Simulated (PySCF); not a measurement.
Species: H6P2Sn.
Structure used (PBE0-D3(BJ)/def2-SVP), in Å, numbered top down from 1:
```xyz
9
H6P2Sn angstrom
P     -2.218    0.027    0.683
Sn     0.046    0.889   -0.010
P      1.418   -0.972   -1.024
H     -1.665   -1.090    1.385
H     -2.382   -0.718   -0.526
H      0.791    1.604    1.362
H     -0.201    2.086   -1.214
H      2.643   -0.237   -0.940
H      1.623   -1.603    0.243
```

Level of theory: PySCF 2.14.0, PBE0-D3(BJ)/def2-SVP geometry optimisation, gas phase, def2 core potentials past Kr.

Take the most abundant isotopes and a rigid rotor. The values belong to one conformer with, in the numbering `[PH2:1][SnH2:2][PH2:3]`, H–P1–Sn2–P3 50° and -44°, P1–Sn2–P3–H -166° and -72°.

(1) What are A, B and C (MHz)?

(2) Classify the top.

(3) Is it planar, by Δ = Ic − Ia − Ib?

(4) List the rotational levels J(Ka,Kc) to J = 2 (MHz).

(5) Which lines would a microwave search look for?

## Answers

(1) Ia = 105.67, Ib = 290.70, Ic = 380.33 u·Å²; 505379 MHz·u·Å²/I gives A = 4782, B = 1738, C = 1329 MHz.

(2) An asymmetric top: κ = (2 × 1738 − 4782 − 1329)/(4782 − 1329) = -0.76.

(3) Not planar: Δ = Ic − Ia − Ib = -16.04 u·Å². For a rigid frame Δ = −2 Σ m c², so Σ m c² = 8.02 u·Å² lies off the ab plane: 7.93 from hydrogen and 0.09 from heavier atoms. The atom farthest from that plane is 1.43 Å away.

(4) Above 0(0,0):
J = 1: 1(0,1) 3067, 1(1,1) 6111, 1(1,0) 6521
J = 2: 2(0,2) 9163, 2(1,2) 11836, 2(1,1) 13065, 2(2,1) 22197, 2(2,0) 22236

(5) The dipole components are |μa| = 0.65 D, |μb| = 0.14 D, |μc| = 0.67 D. Intensities carry the squares of the components, which stand as 0.94 : 0.05 : 1.00 (a : b : c). Some of the stronger lines:

| type | branch | J(Ka,Kc) | MHz | lower level (cm⁻¹) |
| --- | --- | --- | --- | --- |
| a | Q | 1(1,0) ← 1(1,1) | 410 | 0.204 |
| a | Q | 2(1,1) ← 2(1,2) | 1229 | 0.395 |
| c | Q | 2(1,2) ← 2(0,2) | 2673 | 0.306 |
| c | Q | 1(1,1) ← 1(0,1) | 3044 | 0.102 |
| b | R | 2(0,2) ← 1(1,1) | 3052 | 0.204 |
| a | R | 1(0,1) ← 0(0,0) | 3067 | 0.000 |
| b | Q | 1(1,0) ← 1(0,1) | 3454 | 0.102 |
| a | R | 2(1,2) ← 1(1,1) | 5725 | 0.204 |
| a | R | 2(0,2) ← 1(0,1) | 6096 | 0.102 |
| c | R | 1(1,0) ← 0(0,0) | 6521 | 0.000 |
| a | R | 2(1,1) ← 1(1,0) | 6544 | 0.218 |
| c | Q | 2(2,1) ← 2(1,1) | 9132 | 0.436 |
| b | Q | 2(2,0) ← 2(1,1) | 9171 | 0.436 |
| c | R | 2(1,1) ← 1(0,1) | 9998 | 0.102 |
| b | R | 2(2,1) ← 1(1,0) | 15676 | 0.218 |
| c | R | 2(2,0) ← 1(1,0) | 15715 | 0.218 |
| c | R | 2(2,1) ← 1(1,1) | 16086 | 0.204 |
| b | R | 2(2,0) ← 1(1,1) | 16125 | 0.204 |

Whether it is a minimum is left open (no frequencies). No vibrational averaging or centrifugal distortion is included, and the geometry carries the error of its method.
